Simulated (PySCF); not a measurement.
Delta-SCF ions had no search for a lower state. Excitations are Tamm–Dancoff values on a coarser integration grid. The basis has no diffuse functions, so Rydberg states are missing or too high.

**HAlCl2, SMILES `[Cl][AlH][Cl]` (charge 0, multiplicity 1)**

These are PBE0-D3(BJ)/def2-TZVP run with PySCF 2.14.0 values and carry that method's errors.

```yaml
HOMO: -9.32 eV
dipole_moment: 0.212 e·Å
HOMO–LUMO gap: 7.89 eV
LUMO: -1.43 eV
S1 excitation (TDA): 6.45 eV
S1 oscillator strength: 0.013
T1 excitation (TDA): 5.96 eV
S1–T1 gap (TDA): 0.49 eV
vertical ionisation energy (Delta-SCF): 11.49 eV
total_energy: -1163.1855 Ha
cost: about 40 core-seconds (a rough figure)
```

Bond lengths (Å): Cl1–Al2 2.082, Al2–Cl3 2.082, Al2–H4 1.563. Angles (°): Cl1–Al2–Cl3 118.2, Cl1–Al2–H4 120.9, Cl3–Al2–H4 120.9.
Charge 0, spin multiplicity 1.
